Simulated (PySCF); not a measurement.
## Chromium: highly charged ions in a basis for the neutral atom

Cr(20+) [He] 2s2, Cr(21+) [He] 2s1. Computed with PySCF 2.14 in aug-cc-pVDZ-DK (7s6p4d2f, 59 functions), with the spin-free X2C one-electron Hamiltonian (Gaussian nucleus). No spin-orbit coupling, so a gap to NIST mixes the basis error with missing relativistic terms.

Changed run: basis of the neutral atom used for a highly charged ion. This setting is unsound on purpose.

```
species  method  sound run (hartree)  changed run (hartree)  converged
Cr(20+)     UHF              not run             -687.79052        yes
Cr(20+)    MN15              not run             -688.41152        yes
Cr(20+)   B3LYP              not run             -687.81471        yes
Cr(21+)     UHF              not run             -628.16338        yes
Cr(21+)    MN15              not run             -628.67064        yes
Cr(21+)   B3LYP              not run             -628.10157        yes
```

Ionisation energy of Cr(20+):

```csv
method,changed run (eV),NIST (eV)
UHF,1622.5,1634.1 ± 0.5
MN15,1625.6,1634.1 ± 0.5
B3LYP,1624.9,1634.1 ± 0.5
```

The contracted functions were made for the neutral atom and can be too rigid for a highly charged ion.
